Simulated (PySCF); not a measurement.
Species: C8H9OP.
SMILES with atom numbers: `[CH3:1][C:2](=[O:3])[c:4]1[cH:5][p:6][cH:7][c:8]([CH3:9])[cH:10]1`

Geometry (PBE0-D3(BJ)/def2-SVP, Å), atoms numbered from 1 in this order:
```
atom  x, y, z in Å
C1     3.2717    0.2825    0.0065
C2     1.8965    0.8805    0.1582
O3     1.7514    2.0600    0.3880
C4     0.6940   -0.0209    0.0167
C5     0.8282   -1.3732   -0.3039
P6    -0.4816   -2.4919   -0.5063
C7    -1.8293   -1.4452   -0.1932
C8    -1.7775   -0.0849    0.1269
C9    -3.0469    0.6728    0.4048
C10   -0.5524    0.5822    0.2181
H11    3.4098   -0.1229   -1.0081
H12    4.0159    1.0669    0.1875
H13    3.4264   -0.5457    0.7143
H14    1.8328   -1.7805   -0.4507
H15   -2.8207   -1.9093   -0.2567
H16   -2.9619    1.7253    0.0990
H17   -3.9064    0.2269   -0.1150
H18   -3.2720    0.6630    1.4843
H19   -0.5351    1.6486    0.4586
```

NICS is the negative of the GIAO shielding at a point without a nucleus: at the ring centre (0) and 1 Å above and below it (1); zz is the component along the ring normal. Level: GIAO PBE0/pcSseg-1 (PySCF, non-relativistic, gas phase) on the PBE0-D3(BJ)/def2-SVP geometry, one conformer.

Ring bond lengths (Å), with Mayer bond orders in brackets: C4–C5 1.396 (1.42), C5–P6 1.734 (1.32), P6–C7 1.735 (1.33), C7–C8 1.398 (1.43), C8–C10 1.398 (1.36), C10–C4 1.399 (1.40).

Question: What do the NICS probes read (ppm)?

Answer: 
```csv
ring,type,NICS(0),"NICS(1), two faces","NICS(1)zz, two faces",rms pucker (Å),"centre to ring atoms, mean (Å)"
C4–C5–P6–C7–C8–C10,6-membered ring with P; formal bonds all aromatic,-7.5,-10.5 / -10.7,-25.3 / -25.6,0.00,1.50
```

Question: What can be read from them?

Answer: 
- C4–C5–P6–C7–C8–C10: mean NICS(1)zz -25.5 ppm, shielded.

Question: What does the geometric index give? Use HOMA with the parameters of Krygowski (1993).

Answer: 
- C4–C5–P6–C7–C8–C10: HOMA 0.93; the largest term is that of P6–C7, α(R − Ropt)² = 0.16.

Question: What is the mean of the two in-plane components of NICS at the second NICS(1) probe listed for ring C4–C5–P6–C7–C8–C10, 1 Å off the ring?

Answer: The isotropic value is a third of the trace: (3 × -10.7 − (-25.6))/2 = -3.2 ppm.

Question: What are the shieldings of the ring atoms and their hydrogens in the same run (means over atoms taken as equivalent)?

Answer: 
```csv
atoms,environment,σ isotropic (ppm),"principal values of the symmetric part, first atom (ppm)"
C4,substituted aromatic carbon,41.5,"-58.3, 21.5, 161.1"
C5,aromatic CH carbon,23.8,"-131.2, 22.5, 180.2"
P6,phosphorus bonded to 2 C,90.9,"-182.1, -49.5, 504.3"
C7,aromatic CH carbon,15.6,"-146.0, 27.3, 165.6"
C8,substituted aromatic carbon,34.6,"-72.4, 1.3, 174.9"
C10,aromatic CH carbon,47.6,"-47.3, 16.0, 174.2"
H14,aromatic hydrogen,22.10,"18.2, 19.6, 28.5"
H15,aromatic hydrogen,22.39,"18.6, 20.3, 28.3"
H19,aromatic hydrogen,22.79,"17.2, 22.3, 28.8"
```

Question: How do the values depend on the level or the medium?

Answer: 
```csv
level,"NICS(0), C4–C5–P6–C7–C8–C10","mean NICS(1)zz, C4–C5–P6–C7–C8–C10"
"PBE0/pcSseg-1, gas",-7.5,-25.5
"wB97X-D/pcSseg-1, gas",-7.4,-25.7
"PBE0/pcSseg-1, IEF-PCM benzene",-7.4,-25.5
```

The geometry is the same throughout; the continuum's cavity takes Bondi-type radii × 1.2.
